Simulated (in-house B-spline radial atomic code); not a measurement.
Settings and results of a run for Mg V (Mg4+). Computed with a radial B-spline atomic code at the basis-set limit: non-relativistic AM05, spin-polarised, spherical fractional occupations, point nucleus.

Command:
```bash
python run_scf.py task.json out
```
Settings:
```
Z                12
configuration    [He] 2s2 2p4
hamiltonian      nr
method           am05
spin_polarised   True
```

Output (hartree, bohr):
```
 radial grid: 40 intervals, B-splines of order 8, outer radius 8.5106 bohr

 iter        energy (Eh)    residual
    1        -187.400439    4.87e-01
    2        -190.908369    2.05e-01
    3        -191.367140    7.22e-02
    4        -191.424174    2.42e-02
    5        -191.430024    8.21e-03
    6        -191.430988    6.09e-05
    7        -191.430988    7.27e-06
    8        -191.430988    1.75e-07
    9        -191.430988    2.07e-09

 total energy                      -191.43099
 kinetic                             191.0256
 electron-nucleus                   -434.6640
 Hartree                              65.5409
 exchange-correlation                -13.3334

 orbital      occ     eigenvalue          <r>       <r^2>       <1/r>       <r^4>       r_max
 1s up      1.000       -49.6769     0.131289   0.0232089     11.5517   0.0013946     0.08565
 1s down    1.000       -49.5654     0.130971   0.0230877     11.5727  0.00137929     0.08557
 2s up      1.000        -5.9623     0.648364     0.49853     2.25478    0.444103      0.5289
 2s down    1.000        -5.7452      0.65667    0.512081     2.22034    0.471731       0.533
 2p up      3.000        -4.8282      0.60141    0.449251     2.16488    0.423518       0.448
 2p down    1.000        -4.5820     0.614546    0.470667     2.12785    0.469593      0.4548
```

